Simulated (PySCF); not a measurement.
C₄H₁₀O₂Zn₂, SMILES C([O][Zn][CH3])C[O][Zn][CH3]. Atoms are numbered in the order given.

```xyz
18

C     -2.6340    -0.3772    -2.5013
Zn    -1.5853    -0.1455    -0.8966
O     -0.5382    -0.0071     0.5766
C     -0.7078     0.8242     1.7276
C      0.4890     0.5768     2.6546
O      1.6897     0.6562     1.9683
Zn     1.5768    -0.0703     0.2751
C      2.0032    -0.7300    -1.5216
H     -3.5590    -0.9336    -2.2859
H     -2.9039     0.5988    -2.9328
H     -2.0520    -0.9395    -3.2478
H     -1.6607     0.5963     2.2410
H     -0.7225     1.8898     1.4238
H      0.4404     1.3271     3.4736
H      0.3377    -0.4187     3.1386
H      3.0363    -0.4893    -1.8178
H      1.3357    -0.2866    -2.2823
H      1.8888    -1.8255    -1.5816
```
Charge 0, spin multiplicity 1.

The structure is a stationary point at B3LYP-D3(BJ)/def2-SVP. One conformer was computed; it need not be the lowest.

Level of theory: HF/pcSseg-1 (PySCF).

GIAO shieldings, no solvent; atoms listed in one row are averaged. δ = σ(ref) − σ: ¹³C against TMS (σ = 192.6 ppm); ¹⁷O against H2O (σ = 333.0 ppm); ¹H against TMS (σ = 31.99 ppm), references at their B3LYP-D3(BJ)/def2-TZVP geometries, non-relativistic.

Task: Estimate the chemical shifts. (The exact figures need the calculation; the answer reports its results.)

Result: 
```tsv
nucleus	atoms	count	δ (ppm)
¹³C	C4	1	68.3
¹³C	C5	1	64.5
¹³C	C1	1	-21.1
¹³C	C8	1	-22.9
¹⁷O	O3	1	-17.3
¹⁷O	O6	1	-26.6
¹H	H15	1	3.87
¹H	H14	1	3.75
¹H	H12, H13	2	3.60
¹H	H9, H10, H11	3	0.06
¹H	H16, H17, H18	3	-0.64
```
